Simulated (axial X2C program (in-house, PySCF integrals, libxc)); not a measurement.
How the levels of CrF⁺ (d3 s1 p(π)0 orbitals) move with the bond length

Computed with an axial X2C code built on PySCF integrals: two-component X2C with atomic mean-field Coulomb and Gaunt terms, basis Cr dyall-v3z, F dyall-v3z (cores contracted in-house). Orbitals come from Hartree–Fock averaged over the configuration Cr d3 s1 p(π)0; CI then distributes these electrons over the d, s, p(π) shells of Cr.

At R = 1.706 Å:

| Ω | energy (cm⁻¹) | g∥ | configuration |
| --- | --- | --- | --- |
| 0 | 0 | 0.00 | 98% d4 |
| 1 | 3 | 4.00 | 98% d4 |
| 2 | 11 | 8.01 | 98% d4 |
| 1 | 2722 | 6.00 | 70% d4 + 29% d3 s1 |
| 0 | 2771 | 0.00 | 70% d4 + 29% d3 s1 |
| 0 | 2783 | 0.00 | 70% d4 + 29% d3 s1 |
| 1 | 2833 | 2.01 | 70% d4 + 29% d3 s1 |
| 2 | 2889 | 6.00 | 70% d4 + 29% d3 s1 |
| 3 | 2946 | 10.01 | 70% d4 + 29% d3 s1 |
| 0 | 5856 | 0.00 | 55% d4 + 43% d3 s1 |
| 0 | 5856 | 0.00 | 55% d4 + 43% d3 s1 |
| 1 | 5963 | 0.00 | 55% d4 + 43% d3 s1 |
| 2 | 6068 | 4.00 | 56% d4 + 43% d3 s1 |
| 3 | 6170 | 8.01 | 56% d4 + 43% d3 s1 |

g∥ is the magnitude of 2⟨Lz + ge Sz⟩ for the +Ω component. The lowest 14 levels at most are listed.

At R = 1.587 Å:

| Ω | energy (cm⁻¹) | g∥ | configuration |
| --- | --- | --- | --- |
| 0 | 0 | 0.00 | 97% d4 |
| 1 | 3 | 4.00 | 97% d4 |
| 2 | 13 | 8.00 | 97% d4 |
| 1 | 1610 | 5.99 | 51% d4 + 48% d3 s1 |
| 0 | 1660 | 0.00 | 51% d4 + 48% d3 s1 |
| 0 | 1676 | 0.00 | 51% d4 + 48% d3 s1 |
| 1 | 1728 | 2.02 | 51% d4 + 48% d3 s1 |
| 2 | 1789 | 6.01 | 51% d4 + 48% d3 s1 |
| 3 | 1851 | 10.01 | 51% d4 + 48% d3 s1 |
| 0 | 5219 | 0.00 | 62% d3 s1 + 37% d4 |
| 0 | 5219 | 0.00 | 62% d3 s1 + 37% d4 |
| 1 | 5329 | 0.00 | 62% d3 s1 + 37% d4 |
| 2 | 5437 | 4.00 | 62% d3 s1 + 37% d4 |
| 3 | 5544 | 8.01 | 62% d3 s1 + 37% d4 |

The lowest level lies 4152 cm⁻¹ above the lowest at the first distance.

Q: How does the gap from the lowest to the fifth level change between the two distances?

A: From 2771 to 1660 cm⁻¹, a factor of 0.60.

Dynamic correlation is missing, so gaps between terms are too wide and other configurations may lie lower; the lowest level listed is that of this model, not necessarily the ground state. The lowest levels belong to d4, not to the averaged configuration, so orbitals and distance suit them less well. For d shells the ligand-field splittings (σ, π, δ) and their order can be off by a thousand cm⁻¹ or more. At most 4 roots were kept for each Ω > 0 (twice that for Ω = 0) within 3.2 eV of the lowest, so higher up levels can be missing between those listed; levels with Ω > 0 are doubly degenerate and listed once, Ω = 0 levels singly. States that fill the shells left empty in the average are placed too high.
